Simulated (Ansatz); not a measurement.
Calculated with Ansatz (gas phase, PBE0-D4/def2-TZVP geometries, no zero-point term in ΔE). CBS: MP2 limit from def2 TZ/QZ plus the TZ coupled-cluster correction, frozen cores. This one scheme is used for every species. DFT in def2-TZVPP. B3LYP here is the variant with VWN-RPA as its local correlation; programs differ in this. One conformer a species, not always the lowest.

`[SiH3]O[Si](Cl)(Cl)Cl` + `OB(O)O` → `OB(O)O[Si](Cl)(Cl)Cl` + `O[SiH3]`  (ligand exchange at the Si–O bond)

```json
{"level": "PBE-D4", "ΔE (kcal/mol)": "4.5", "difference from CCSD(T)/CBS": "-0.6"}
{"level": "r2SCAN-D4", "ΔE (kcal/mol)": "4.6", "difference from CCSD(T)/CBS": "-0.5"}
{"level": "B3LYP-D4", "ΔE (kcal/mol)": "5.0", "difference from CCSD(T)/CBS": "-0.1"}
{"level": "ωB97X-V", "ΔE (kcal/mol)": "4.9", "difference from CCSD(T)/CBS": "-0.2"}
{"level": "ωB97M-V", "ΔE (kcal/mol)": "4.8", "difference from CCSD(T)/CBS": "-0.3"}
{"level": "B2PLYP", "ΔE (kcal/mol)": "5.2", "difference from CCSD(T)/CBS": "0.1"}
{"level": "PBE", "ΔE (kcal/mol)": "4.7", "difference from CCSD(T)/CBS": "-0.4"}
{"level": "HF/def2-TZVPP", "ΔE (kcal/mol)": "6.0", "difference from CCSD(T)/CBS": "0.9"}
{"level": "SCS-MP2/def2-TZVPP", "ΔE (kcal/mol)": "5.2", "difference from CCSD(T)/CBS": "0.1"}
{"level": "CCSD/def2-TZVPP", "ΔE (kcal/mol)": "5.2", "difference from CCSD(T)/CBS": "0.1"}
{"level": "CCSD(T)/def2-TZVPP", "ΔE (kcal/mol)": "5.0", "difference from CCSD(T)/CBS": "-0.1"}
{"level": "HF/def2-QZVPP", "ΔE (kcal/mol)": "6.1", "difference from CCSD(T)/CBS": "1.0"}
{"level": "SCS-MP2/def2-QZVPP", "ΔE (kcal/mol)": "5.3", "difference from CCSD(T)/CBS": "0.2"}
{"level": "HF/CBS(def2)", "ΔE (kcal/mol)": "6.2", "difference from CCSD(T)/CBS": "1.1"}
{"level": "MP2/CBS(def2)", "ΔE (kcal/mol)": "5.2", "difference from CCSD(T)/CBS": "0.1"}
{"level": "CCSD/CBS(def2)", "ΔE (kcal/mol)": "5.4", "difference from CCSD(T)/CBS": "0.3"}
{"level": "CCSD(T)/CBS", "ΔE (kcal/mol)": "5.1", "difference from CCSD(T)/CBS": "0"}
```

Largest T1 diagnostic among the species: 0.012.

In def2-TZVPP, CCSD(T) changes the Hartree–Fock value by −1.0 kcal/mol (the triples alone add −0.2 kcal/mol) and MP2 by −0.9 kcal/mol.
